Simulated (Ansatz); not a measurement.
Total energies of Sn2Te (the lowest singlet isomer of a short search) from Ansatz at PBE-D4/def2-TZVP, gas phase (1 Eh = 27.2114 eV = 2625.5 kJ/mol). The reference geometry is relaxed at r2SCAN-D4/def2-SVP.

Cartesian coordinates in Å:
```
Sn -0.195 -0.743 1.480
Sn -0.968 1.237 -0.558
Te 1.163 -0.494 -0.922
```

| state | geometry | energy (Eh) |
| --- | --- | --- |
| charge 0 singlet | reference | -696.73018 |
| charge 1 doublet | reference | -696.47622 |
| charge 0 triplet | relaxed at r2SCAN-D4/def2-SVP | -696.70771 |
| charge 0 quintet | relaxed at r2SCAN-D4/def2-SVP | -696.62851 |
| free Sn atom (triplet) | – | -214.24935 |
| free Te atom (triplet) | – | -267.97310 |

In the def2 sets Sn, Te take a core potential; there is no spin–orbit coupling.

Q: Work out the vertical ionisation energy to the doublet.

A: E(charge 1 doublet) − E(charge 0 singlet) = -696.47622 − (-696.73018) = 0.25396 Eh = 6.91 eV. For comparison, −ε of the highest occupied level is 4.49 eV at this level, 2.42 eV less.

Q: Which of the charge 0 states is lowest, and how far above it are the others?

A: The singlet. triplet: -696.70771 − (-696.73018) = 0.02247 Eh = 59.0 kJ/mol; quintet: -696.62851 − (-696.73018) = 0.10167 Eh = 266.9 kJ/mol.

Q: What is the binding energy per atom against free atoms?

A: Atoms: 2 × (-214.24935) + 1 × (-267.97310) = -696.47180 Eh. Binding: -696.47180 − (-696.73018) = 0.25838 Eh = 7.03 eV, or 2.34 eV for each of 3 atoms (no zero-point energy, no counterpoise term).

The structure comes from a short search, and lower isomers may exist.
